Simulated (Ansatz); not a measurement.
Cost and result up the ladder for Li₉O₅ (14 atoms). The state is a doublet with charge 0. Geometry: PBE-D4/def2-SVP.

Cartesian coordinates in Å:
```
Li 2.8333 1.7408 1.4859
Li -2.3078 1.0723 0.4817
Li 0.1757 1.9406 -0.1323
Li 0.5450 -2.3028 -1.2217
Li -0.8858 -0.4532 -0.4748
Li -1.0476 -1.9794 1.4412
Li 1.4944 -0.3572 -0.4340
Li -0.5722 0.7186 -2.4221
Li 0.2991 -0.1143 1.5639
O 0.4039 -0.7052 -1.9626
O 1.4973 1.0992 0.7620
O 0.4811 -1.7882 0.5050
O -1.5919 -0.3001 1.3740
O -1.3245 1.4290 -0.9662
```

Ansatz on 4 threads of Arm Neoverse V2 on a shared host. Times are rough, and most runs start from the orbitals of an earlier one. CAM-B3LYP-D4/def2-TZVP serves as the yardstick here, not as an exact answer. Differences are given only for rows in sets of like size (and for xTB, whose basis is part of the method), since another set adds its own error. Binding counts from free atoms at the same level (Li doublet, O triplet; other spins of the atoms weren't run), without zero-point energy or a counterpoise term.

LC-ωPBE has ω = 0.4 bohr⁻¹. Correlated methods freeze 5 core orbitals; core or outer-core shells of Li are correlated, in sets that lack core-valence functions. Another isomer (doublet) lies 0.50 eV lower at PBE0-D4/def2-TZVP; other spin states weren't run for this one.

Correlated methods converge slowly with the basis.

| level | functions | wall time |
| --- | --- | --- |
| PBE-D4/def2-SVP | 151 | 5.5 s |
| PBE0-D4/def2-SVP | 151 | 7.5 s |
| PBE-D4/def2-TZVP (with forces) | 281 | 9 s |
| MP2/def2-TZVP | 281 | 15 s |
| PBE0-D4/def2-TZVP | 281 | 17 s |
| r2SCAN-D4/def2-TZVP | 281 | 19 s |
| LC-ωPBE/def2-TZVP | 281 | 27 s |
| RPA@PBE/def2-TZVP | 281 | 27 s |
| B2PLYP/def2-TZVP | 281 | 33 s |
| CAM-B3LYP-D4/def2-TZVP | 281 | 62 s |

Question: Estimate what each level gives for the binding energy per atom (eV).

Answer: 
```tsv
level	binding energy per atom (eV)	difference from CAM-B3LYP-D4/def2-TZVP (eV)
PBE-D4/def2-SVP	3.48	–
PBE0-D4/def2-SVP	3.26	–
PBE-D4/def2-TZVP (with forces)	3.34	0.06
MP2/def2-TZVP	3.13	-0.14
PBE0-D4/def2-TZVP	3.13	-0.15
r2SCAN-D4/def2-TZVP	3.25	-0.03
LC-ωPBE/def2-TZVP	3.14	-0.14
RPA@PBE/def2-TZVP	2.87	-0.40
B2PLYP/def2-TZVP	3.20	-0.08
CAM-B3LYP-D4/def2-TZVP	3.28	0.00
```
